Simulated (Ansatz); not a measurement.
Consider the formal exchange of groups at a Te–C bond: `FC(Cl)[TeH]` + `O[SiH2]C(F)Cl` → `O[SiH2]C(F)[TeH]` + `FC(Cl)Cl`.

Isolated molecules relaxed with PBE0-D4/def2-TZVP in Ansatz; ΔE leaves out vibrations. CCSD(T)/CBS is the MP2 limit (def2-TZVPP, def2-QZVPP) plus CCSD(T) − MP2 in def2-TZVPP, frozen cores. def2 core potentials past Kr. For Te outer-core shells are correlated without core-valence functions, which leaves a few kJ/mol of doubt a bond. One conformer a species, not always the lowest.

```tsv
species	SCS-MP2/def2-TZVPP energy (Eh)
`FC(Cl)[TeH]`	-866.02051
`O[SiH2]C(F)Cl`	-964.04337
`O[SiH2]C(F)[TeH]`	-772.33543
`FC(Cl)Cl`	-1057.73190
```

(1) Work out ΔE.

Largest T1 diagnostic among the species: 0.012.

## Answers

(1) ΔE = (-772.33543) + (-1057.73190) − (-866.02051) − (-964.04337) = -0.00345 Eh = -9.1 kJ/mol. CCSD(T)/CBS gives -10.5 kJ/mol.

In def2-TZVPP, CCSD(T) changes the Hartree–Fock value by −9.1 kJ/mol (the triples alone add −1.5 kJ/mol) and MP2 by −11.0 kJ/mol.
